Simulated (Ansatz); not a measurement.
Molecule: SnO, charge 1, multiplicity 2. 
Structure (B3LYP-D3(BJ)/def2-TZVP (Ansatz, a program for electronic structure) minimum search):
```xyz
2

Sn     0.0000     0.0000    -0.2742
O      0.0000     0.0000     1.7136
```
Charge +1, spin multiplicity 2.

Parts of the frozen-core correlation energy in def2-SVP (Ansatz, hartree). Frozen orbitals: 10; correlated occupied orbitals by spin: 5 and 4; virtual: 25 and 26. UHF or UKS for open shells. Spin-orbit coupling is left out. In def2 rows, elements after Kr have scalar-relativistic effective core potentials.

```
term                            value
-------------------------  ----------
reference (HF)             -287.84278
MP2 opposite-spin            -0.14350
MP2 same-spin                -0.04483
CCSD correlation             -0.20943
(T)                          -0.00609
CCSDT minus CCSD(T)          -0.00107
CCSDT(Q) minus CCSD(T)       -0.00191
T1 diagnostic                   0.030
largest doubles amplitude       0.061
<S^2> of the reference          0.764
```
